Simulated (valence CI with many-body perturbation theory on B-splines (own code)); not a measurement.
Level structure of Tm LXV

Calculated by relativistic CI+MBPT: three valence electrons over a frozen Dirac-Fock core [He], radial functions for each j: 11 s, 11 p, 10 d, 8 f, 5 g, 2 h, with the one-electron correlation potential Σ1 (screened to all orders), the two-electron term Σ2, the three-electron term Σ3, Breit, model QED; selected single and double excitations, second order for the rest, scaled by the run's own slope (own B-spline code, finite nucleus).

No measured spectrum was set against this ion. As an estimate, large intervals hold to a few tenths of a per cent, small ones and those within an open d or f shell to about a per cent.

Levels 1 to 45 of 165, with energies above the lowest level, (2s^2 2p1/2) J=1/2. "Leading %" is the weight of the configuration and term that name the level; weights of strongly mixed levels are sums over their largest components and can fall short. In the jj column 3d3/2^4 stands for four electrons in 3d with j = 3/2. Lifetimes count E1, E2, E3, M1 and M2 decay at the calculated energies, and are blank where another channel may lead or the interval is too uncertain; long ones can be off by a factor of two.

```
No.  Configuration  Term    J  E (eV)  Leading %      g  Lifetime   Second component              Leading jj
  1         2s2 2p   2P°  1/2       0        100  0.623                                   2s^2 2p1/2 (100 %)
  2         2s 2p2    4P  1/2     241         51  2.052   49.1 ps     31 % 2s 2p2 2S      2s 2p1/2^2 (100 %)
  3         2s2 2p   2P°  3/2    1065         99  1.302   47.3 ps                          2s^2 2p3/2 (99 %)
  4         2s 2p2    4P  3/2    1234         90  1.626   18.9 ps      7 % 2s 2p2 2D  2s 2p1/2 2p3/2 (100 %)
  5         2s 2p2    2D  5/2    1273         62  1.315    135 ps     38 % 2s 2p2 4P  2s 2p1/2 2p3/2 (100 %)
  6         2s 2p2    2P  1/2    1339         69  1.263    151 fs     31 % 2s 2p2 4P   2s 2p1/2 2p3/2 (99 %)
  7         2s 2p2    2D  3/2    1341         62  0.974    169 fs     37 % 2s 2p2 2P  2s 2p1/2 2p3/2 (100 %)
  8            2p3   2P°  3/2    1592         48  1.320    222 fs       27 % 2p3 2D°    2p1/2^2 2p3/2 (99 %)
  9         2s 2p2    4P  5/2    2316         62  1.417    746 fs     38 % 2s 2p2 2D      2s 2p3/2^2 (100 %)
 10         2s 2p2    2S  1/2    2416         68  1.915    190 fs     19 % 2s 2p2 4P      2s 2p3/2^2 (100 %)
 11         2s 2p2    2P  3/2    2417         60  1.172    104 fs     31 % 2s 2p2 2D      2s 2p3/2^2 (100 %)
 12            2p3   4S°  3/2    2612         55  1.436    109 fs       45 % 2p3 2D°   2p1/2 2p3/2^2 (100 %)
 13            2p3   2D°  5/2    2634        100  1.166    117 fs                      2p1/2 2p3/2^2 (100 %)
 14            2p3   2P°  1/2    2686        100  0.623   99.9 fs                      2p1/2 2p3/2^2 (100 %)
 15            2p3   2P°  3/2    3717         52  1.287   72.9 fs       28 % 2p3 2D°         2p3/2^3 (100 %)
 16         2s2 3s    2S  1/2    9034         98  1.984   4.75 fs                             2s^2 3s (98 %)
 17         2s2 3p   2P°  1/2    9114         96  0.662    124 fs                          2s^2 3p1/2 (96 %)
 18       2s 2p 3s   4P°  1/2    9195         85  2.353   5.32 fs  13 % 2s 2p 3s 2P°      2s 2p1/2 3s (98 %)
 19       2s 2p 3s   4P°  3/2    9221         59  1.536   4.74 fs  40 % 2s 2p 3s 2P°      2s 2p1/2 3s (99 %)
 20       2s 2p 3s   2P°  1/2    9249         94  0.707   6.27 fs   4 % 2s 2p 3s 4P°      2s 2p1/2 3s (99 %)
 21       2s 2p 3p    4D  1/2    9263         72  0.265   6.75 fs   20 % 2s 2p 3p 2P  2s 2p1/2 3p1/2 (100 %)
 22       2s 2p 3p    4D  3/2    9289         40  1.093   2.60 fs   33 % 2s 2p 3p 2D   2s 2p1/2 3p1/2 (99 %)
 23       2s 2p 3p    4P  1/2    9330         46  1.924   5.20 fs   30 % 2s 2p 3p 2S   2s 2p1/2 3p1/2 (99 %)
 24         2s2 3p   2P°  3/2    9429         98  1.322   83.5 fs                          2s^2 3p3/2 (98 %)
 25         2s2 3d    2D  3/2    9484         98  0.788    766 as                          2s^2 3d3/2 (98 %)
 26         2p2 3s    4P  1/2    9484         44  1.962   5.74 fs     29 % 2p2 3s 2S       2p1/2^2 3s (94 %)
 27         2p2 3p   2P°  1/2    9549         45  0.643   1.32 fs    37 % 2p2 3p 4D°    2p1/2^2 3p1/2 (96 %)
 28         2s2 3d    2D  5/2    9569         95  1.191    851 as                          2s^2 3d5/2 (95 %)
 29       2s 2p 3p    4P  3/2    9588         31  1.391   7.17 fs   27 % 2s 2p 3p 4D  2s 2p1/2 3p3/2 (100 %)
 30       2s 2p 3p    4D  5/2    9619         42  1.315   20.8 fs   38 % 2s 2p 3p 2D   2s 2p1/2 3p3/2 (96 %)
 31       2s 2p 3p    2D  3/2    9622         43  1.243   3.20 fs   23 % 2s 2p 3p 2P  2s 2p1/2 3p3/2 (100 %)
 32       2s 2p 3p    2P  1/2    9628         43  1.347   2.13 fs   18 % 2s 2p 3p 2S   2s 2p1/2 3p3/2 (96 %)
 33       2s 2p 3d   4F°  3/2    9631         70  0.568   3.02 fs  13 % 2s 2p 3d 2D°  2s 2p1/2 3d3/2 (100 %)
 34       2s 2p 3d   4F°  5/2    9661         43  1.008   4.38 fs  31 % 2s 2p 3d 2F°   2s 2p1/2 3d3/2 (98 %)
 35       2s 2p 3d   2P°  3/2    9678         30  1.168    634 as  24 % 2s 2p 3d 4D°   2s 2p1/2 3d3/2 (98 %)
 36       2s 2p 3d   4D°  1/2    9683         53  0.434    687 as  39 % 2s 2p 3d 2P°   2s 2p1/2 3d3/2 (98 %)
 37       2s 2p 3d   4P°  5/2    9728         34  1.305    831 as  30 % 2s 2p 3d 4D°   2s 2p1/2 3d5/2 (99 %)
 38       2s 2p 3d   2F°  7/2    9755         39  1.225    856 as  37 % 2s 2p 3d 4F°  2s 2p1/2 3d5/2 (100 %)
 39       2s 2p 3d   2F°  5/2    9767         48  1.072    860 as  24 % 2s 2p 3d 2D°   2s 2p1/2 3d5/2 (99 %)
 40       2s 2p 3d   2P°  3/2    9767         39  1.109    865 as  33 % 2s 2p 3d 2D°   2s 2p1/2 3d5/2 (96 %)
 41         2p2 3p   2P°  3/2    9879         34  1.320   2.98 fs    20 % 2p2 3p 4D°    2p1/2^2 3p3/2 (96 %)
 42         2p2 3d    2D  3/2    9920         42  0.783   4.52 fs     32 % 2p2 3d 4F    2p1/2^2 3d3/2 (98 %)
 43         2p2 3d    2D  5/2   10017         36  1.189    877 as     18 % 2p2 3d 4D    2p1/2^2 3d5/2 (98 %)
 44       2s 2p 3s   4P°  5/2   10262        100  1.570   6.89 fs                        2s 2p3/2 3s (100 %)
 45       2s 2p 3s   2P°  3/2   10287         76  1.389   4.18 fs  23 % 2s 2p 3s 4P°     2s 2p3/2 3s (100 %)
```

The ionisation energy to 2s2 1S_0 of the next ion comes out as 16030 eV (NIST: 16036 ± 24 eV (theoretical)). All 165 levels together are meant to be complete up to 13085 eV.
